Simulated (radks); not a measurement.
The nuclear charge of neutral carbon is varied continuously with 6 electrons held in [He] 2s2 2p2. All-electron calculation, scalar-relativistic Kohn-Sham, SCAN, spin-unpolarised, spherical densities, finite nucleus; meta-GGA in the generalised Kohn-Sham scheme; Fermi nuclear charge, rms radius 2.4702 fm. Program: a radial shooting solver on a logarithmic mesh with Libxc functionals. By the Hellmann-Feynman theorem dE/dZ = E(electron-nucleus)/Z, the electronic potential at the nucleus (averaged over a nucleus of fixed radius). The scalar-relativistic energy here is not variational (the density holds large components alone), so the two differ by a part that grows with Z.

| Z | E (hartree) | E(electron-nucleus)/Z (hartree) | HOMO | e(HOMO) (eV) | <r> HOMO (bohr) |
|---|---|---|---|---|---|
| 5.75 | -34.20144 | -13.9138 | 2p | -2.577 | 2.024 |
| 6 | -37.77496 | -14.6734 | 2p | -5.248 | 1.797 |
| 6.25 | -41.53851 | -15.4308 | 2p | -8.412 | 1.625 |
| 6.5 | -45.49059 | -16.1873 | 2p | -12.045 | 1.487 |
| 6.75 | -49.63200 | -16.9429 | 2p | -16.136 | 1.374 |
| 7 | -53.96252 | -17.6980 | 2p | -20.677 | 1.278 |

The central difference of E at Z = 6 is -14.674 hartree, to compare with the third column; the second derivative is -3.04 hartree.
